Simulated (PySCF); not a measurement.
C₃H₅BO₃, SMILES O=C1OCB1CO. Geometry optimised at PBE-D3(BJ)/def2-SVP. The structure was generated by enumeration, and PubChem lists no compound with its InChIKey, so it may never have been made. One conformer was computed; it need not be the lowest.

**Question.** Give the equilibrium geometry at PBE-D3(BJ)/def2-SVP (PySCF confirms it by a frequency run) as a Z-matrix. (An estimate is asked for; the answer gives what the named calculation found.)

**Answer.** This is not unique; one that fits is 
```
B
C 1 1.5424
O 2 1.4110 1 118.55
H 3 0.9757 2 107.69 1 24.14
H 2 1.1146 3 109.04 4 155.14
H 2 1.1381 5 102.17 3 -119.10
C 1 1.5865 2 141.25 5 45.78
H 7 1.1107 1 118.26 2 55.95
H 7 1.1111 8 108.51 1 137.17
O 7 1.4872 8 110.68 9 121.57
C 10 1.3954 7 95.47 8 121.02
O 11 1.2069 10 125.58 7 -179.72
```
Charge 0, spin multiplicity 1.
